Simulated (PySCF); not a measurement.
# B: excitation energy

B [He] 2s2 2p1 (2P) → B [He] 2s1 2p1 3s1 (4P), as a difference of total energies. Computed with PySCF 2.14 in dyall-acv3z (15s9p4d2f, 76 functions), with scalar relativity by spin-free X2C-1e. Correlated levels: valence: 1s2 frozen; valence and next inner shell: nothing frozen; virtual orbitals above 40 to 60 times the deepest correlated orbital energy dropped. The calculations carry no spin-orbit coupling.

```
                                method  excitation energy (eV)
                                   UHF                   8.015
                                   LDA                   9.242
                                   PBE                   9.154
                                  PBE0                   9.134
                                r2SCAN                   9.050
                               r2SCAN0                   9.090
                                 M06-L                   9.431
                                 B97-3                   9.392
                                M06-2X                   9.561
                         MP2 (valence)                   9.102
                     SCS-MP2 (valence)                   9.381
    MP2 (valence and next inner shell)                   9.133
SCS-MP2 (valence and next inner shell)                   9.408
```

Task: How much does correlation contribute at MP2 (valence and next inner shell)?

Result: 9.133 − (8.015) = 1.118 eV, measured against UHF.

The upper state lies above the first ionisation limit, but in LS coupling its spin forbids autoionisation to the ground ion. A Rydberg-like electron needs more diffuse functions than a valence basis has.

The promoted electron is Rydberg-like, and one or two diffuse shells describe it only roughly, which tends to raise the upper state.
